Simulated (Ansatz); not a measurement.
`Oc1cc2c3ccccc3c3c4ccccc4c4ccccc4c3c2c2ccccc12`. Charge 0, multiplicity 1. Geometry PBE-D4/def2-SVP, basis def2-TZVP, Ansatz.

```tsv
run	HOMO (eV)	LUMO (eV)
A	-4.80	-2.41
B	-5.54	-1.72
C	-6.10	-0.82
D	-4.60	-2.22
E	-5.04	-2.66
F	-4.90	-2.33
```

Single mean-field runs in def2-TZVP are fitted with def2-universal-jkfit.

Q: The runs used BHLYP, BLYP, LDA (SPW92), PBE, PBE0, r2SCAN. Estimate which is which.

A: A PBE (0 % exact exchange); B PBE0 (25 % exact exchange); C BHLYP (50 % exact exchange); D BLYP (0 % exact exchange); E LDA (SPW92) (0 % exact exchange); F r2SCAN (0 % exact exchange). Exact exchange lowers occupied and raises empty levels; among semilocal functionals meta-GGAs tend to open the gap a little, and such runs are hard to tell apart. The gap grows from 2.37 eV (LDA (SPW92)) to 5.28 eV (BHLYP).
